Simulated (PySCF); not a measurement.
# Working out the ionisation energy of Mn⁺

Mn⁺ [Ar] 3d5 4s1 (7S) → Mn²⁺ [Ar] 3d5 (6S). Calculation: PySCF 2.14, in pcseg-2; the non-relativistic Hamiltonian (point nucleus). Frozen: [Ar]. Energies in hartree (1 hartree = 27.21139 eV):

```tsv
part	Mn⁺ (lower)	Mn²⁺ (upper)
UHF	-1149.627640	-1149.086955
MP2 opposite-spin	0.000000	0.000000
MP2 same-spin	-0.074899	-0.059461
```

**Question.** What does Hartree-Fock give?

**Answer.** (-1149.086955) − (-1149.627640) = 0.540685 hartree = 14.713 eV.

**Question.** What do MP2 and SCS-MP2 (6/5 opposite-spin, 1/3 same-spin) give?

**Answer.** The opposite-spin parts differ by 0.000 eV and the same-spin parts by 0.420 eV. MP2: 14.713 + (0.000) + (0.420) = 15.133 eV. SCS-MP2: 14.713 + 1.2 × (0.000) + (0.420)/3 = 14.853 eV.

Measured between the centres of the two terms (NIST): 15.640 eV, so MP2 (valence) is off by -0.507 eV.

The calculation is non-relativistic.

What remains against the reference includes basis incompleteness, the frozen core and correlation beyond second order.
